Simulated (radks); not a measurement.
Excited configurations of H: one electron is placed in a higher orbital outside the bare nucleus. The ground configuration is 1s1. Calculated with a radial shooting solver on a logarithmic mesh with Libxc functionals: non-relativistic Kohn-Sham, PBEsol, spin-polarised, spherical densities, point nucleus; open shells are filled with parallel spins first. Excitation = E - E(ground); binding = E(ion) - E, where the ion is the core of charge +1; n* = 1/sqrt(2 binding) in atomic units, and the quantum defect is n - n*.

outer orbital  excitation (eV)  binding (eV)  quantum defect  eigenvalue (eV)
2s                       9.676         3.623           0.062           -2.164
2p                       9.876         3.423           0.006           -1.710
3s                      11.592         1.707           0.176           -1.076
3p                      11.617         1.682           0.156           -1.000
4p                      12.300         0.999           0.309           -0.638

The Delta-SCF ionisation energy is 13.299 eV (NIST Atomic Spectra Database: 13.598 eV, theoretical). Self-interaction in the functional shifts the binding energies and quantum defects, so they are the method's values and not measured ones.
